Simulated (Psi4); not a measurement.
ClGa, charge -1, doublet, at a GFN2-xTB geometry (such geometries of metal compounds can be far from the true shape) (a state made from the parent by changing its charge; the spin is typed, not shown lowest) (a gas-phase anion, which may not be bound at this level); PBE0/aug-cc-pVDZ in Psi4.

The Psi4 input:
```
memory 2 GB

molecule mol {
-1 2
  Ga   -0.000000   -0.000000   -0.854968
  Cl    0.000000    0.000000    1.559059
}

set basis aug-cc-pvdz
set reference uks
set s_orthogonalization partialcholesky

energy('pbe0')
print_variables()
```

Question: Predict the main parts of the log of this Psi4 run.

Answer: 
```
   => Loading Basis Set <=

    Name: AUG-CC-PVDZ
    Role: ORBITAL
    Keyword: BASIS

         ---------------------------------------------------------
                                   SCF
               by Justin Turney, Rob Parrish, Andy Simmonett
                          and Daniel G. A. Smith
                              UKS Reference
         ---------------------------------------------------------

  ==> Geometry <==

    Molecular point group: c2v
    Full point group: C_inf_v

    Geometry (in Angstrom), charge = -1, multiplicity = 2:

       Center              X                  Y                   Z               Mass
    ------------   -----------------  -----------------  -----------------  -----------------
         GA           0.000000000000     0.000000000000    -0.812514757871    68.925573500000
         CL           0.000000000000     0.000000000000     1.601512242129    34.968852682000

  Running in c2v symmetry.

  Rotational constants: A = ************  B =      0.12469  C =      0.12469 [cm^-1]
  Rotational constants: A = ************  B =   3738.20772  C =   3738.20772 [MHz]
  Nuclear repulsion =  115.523310229376079

  Charge       = -1
  Multiplicity = 2
  Electrons    = 49
  Nalpha       = 25
  Nbeta        = 24

  ==> Algorithm <==

  SCF Algorithm Type is DF.
  DIIS enabled.
  MOM disabled.
  Fractional occupation disabled.
  Guess Type is SAD.
  Energy threshold   = 1.00e-06
  Density threshold  = 1.00e-06
  Integral threshold = 1.00e-12

  ==> Primary Basis <==

  Basis Set: AUG-CC-PVDZ
    Blend: AUG-CC-PVDZ
    Number of shells: 25
    Number of basis functions: 63
    Number of Cartesian functions: 68
    Spherical Harmonics?: true
    Max angular momentum: 2

  ==> DFT Potential <==

   => LibXC <=

    Version 7.1.2
    S. Lehtola, C. Steigemann, M. J. T. Oliveira, and M. A. L. Marques,  SoftwareX 7, 1–5 (2018) (10.1016/j.softx.2017.11.002)

   => Composite Functional: PBE0 <=

    PBE0 Hyb-GGA Exchange-Correlation Functional

    C. Adamo and V. Barone,  J. Chem. Phys. 110, 6158 (1999) (10.1063/1.478522)
    M. Ernzerhof and G. E. Scuseria,  J. Chem. Phys. 110, 5029 (1999) (10.1063/1.478401)

    Deriv               =              1
    GGA                 =           TRUE
    Meta                =          FALSE

    Exchange Hybrid     =           TRUE
    MP2 Hybrid          =          FALSE

   => Exchange Functionals <=

    0.7500   Perdew, Burke & Ernzerhof

   => Exact (HF) Exchange <=

    0.2500               HF

   => Correlation Functionals <=

    1.0000   Perdew, Burke & Ernzerhof

   => LibXC Density Thresholds  <==

    XC_HYB_GGA_XC_PBEH:  1.00E-15

   => Molecular Quadrature <=

    Radial Scheme          =       TREUTLER
    Pruning Scheme         =           NONE
    Nuclear Scheme         =       TREUTLER

    Blocking Scheme        =         OCTREE
    BS radius alpha        =              1
    Pruning alpha          =              1
    Radial Points          =             75
    Spherical Points       =            302
    Total Points           =          44912
    Total Blocks           =            441
    Max Points             =            256
    Max Functions          =             63
    Weights Tolerance      =       1.00E-15

   => Loading Basis Set <=

    Name: (AUG-CC-PVDZ AUX)
    Role: JKFIT
    Keyword: DF_BASIS_SCF

  ==> Integral Setup <==

  SCF_SUBTYPE=INCORE selected. In-core MEM_DF algorithm will be used.
  Using in-core AOs.

  ==> MemDFJK: Density-Fitted J/K Matrices <==

    J tasked:                   Yes
    K tasked:                   Yes
    wK tasked:                   No
    Algorithm:                 Core
    Schwarz Cutoff:           1E-12
    Mask sparsity (%):       0.0000
    Fitting Condition:        1E-10

   => Auxiliary Basis Set <=

  Basis Set: (AUG-CC-PVDZ AUX)
    Blend: AUG-CC-PVDZ-JKFIT
    Number of shells: 92
    Number of basis functions: 322
    Number of Cartesian functions: 389
[...]
    Occupation by irrep:
             A1    A2    B1    B2
    DOCC [    13,    1,    5,    5 ]
    SOCC [     1,    0,    0,    0 ]
    NA   [    14,    1,    5,    5 ]
    NB   [    13,    1,    5,    5 ]

   @DF-UKS iter   1: -2383.82670433175917   -3.45737e+00   2.70663e-02 ADIIS/DIIS
    Occupation by irrep:
             A1    A2    B1    B2
    DOCC [    13,    1,    5,    5 ]
    SOCC [     0,    0,    1,    0 ]
    NA   [    13,    1,    6,    5 ]
    NB   [    13,    1,    5,    5 ]

   @DF-UKS iter   2: -2383.05451015514745    7.72194e-01   5.13198e-02 ADIIS/DIIS
   @DF-UKS iter   3: -2384.57917626104609   -1.52467e+00   2.40045e-03 ADIIS/DIIS
   @DF-UKS iter   4: -2384.58248390422750   -3.30764e-03   9.20843e-04 ADIIS/DIIS
   @DF-UKS iter   5: -2384.58360660318203   -1.12270e-03   1.57904e-04 ADIIS/DIIS
   @DF-UKS iter   6: -2384.58363828744996   -3.16843e-05   5.26530e-05 DIIS
   @DF-UKS iter   7: -2384.58364274818177   -4.46073e-06   8.88829e-06 DIIS
   @DF-UKS iter   8: -2384.58364296327318   -2.15091e-07   3.50920e-06 DIIS
   @DF-UKS iter   9: -2384.58364297745720   -1.41840e-08   1.80958e-06 DIIS
   @DF-UKS iter  10: -2384.58364298097558   -3.51838e-09   1.60937e-07 DIIS
  Energy and wave function converged.

  ==> Post-Iterations <==

   Electrons on quadrature grid:
      Nalpha   =   25.0000041657 ; deviation = 4.166e-06
      Nbeta    =   24.0000041242 ; deviation = 4.124e-06
      Ntotal   =   49.0000082898 ; deviation = 8.290e-06

   @Spin Contamination Metric:   3.308531082E-03
   @S^2 Expected:                7.500000000E-01
   @S^2 Observed:                7.533085311E-01
   @S   Expected:                5.000000000E-01
   @S   Observed:                5.000000000E-01

    Orbital Energies [Eh]
    ---------------------

    Alpha Occupied:

[...]
       6B1     0.038325

    Alpha Virtual:

[...]
    Beta Occupied:

[...]
    Beta Virtual:

[...]
    Final Occupation by Irrep:
             A1    A2    B1    B2
    DOCC [    13,    1,    5,    5 ]
    SOCC [     0,    0,    1,    0 ]
    NA   [    13,    1,    6,    5 ]
    NB   [    13,    1,    5,    5 ]

  @DF-UKS Final Energy: -2384.58364298097558

   => Energetics <=

    Nuclear Repulsion Energy =            115.5233102293760794
    One-Electron Energy =               -3558.5968887963699672
    Two-Electron Energy =                1136.2070759555745099
    DFT Exchange-Correlation Energy =     -77.7171403695563043
    Empirical Dispersion Energy =           0.0000000000000000
    VV10 Nonlocal Energy =                  0.0000000000000000
    Total Energy =                      -2384.5836429809755828

  UHF NO Occupations:
  HONO-2 :    5 B1 1.9999119
  HONO-1 :   13 A1 1.9985247
  HONO-0 :    6 B1 1.0000000
  LUNO+0 :   14 A1 0.0014753
  LUNO+1 :    7 B1 0.0000881
  LUNO+2 :   15 A1 0.0000562
  LUNO+3 :    6 B2 0.0000158

Computation Completed

Properties will be evaluated at   0.000000,   0.000000,   0.000000 [a0]

Properties computed using the SCF density matrix

 Multipole Moments:

 ------------------------------------------------------------------------------------
     Multipole            Electronic (a.u.)      Nuclear  (a.u.)        Total (a.u.)
 ------------------------------------------------------------------------------------

 L = 1.  Multiply by 2.5417464519 to convert [e a0] to [Debye]
 Dipole X            :          0.0000000            0.0000000            0.0000000
 Dipole Y            :          0.0000000            0.0000000            0.0000000
 Dipole Z            :         -3.9776365            3.8507906           -0.1268459
 Magnitude           :                                                    0.1268459

 ------------------------------------------------------------------------------------

  Variable Map:
  ----------------------------------------------------------------------------
[...]
  Array Variable Map:
  ----------------------------------------------------------------------------
[...]
[...]
```
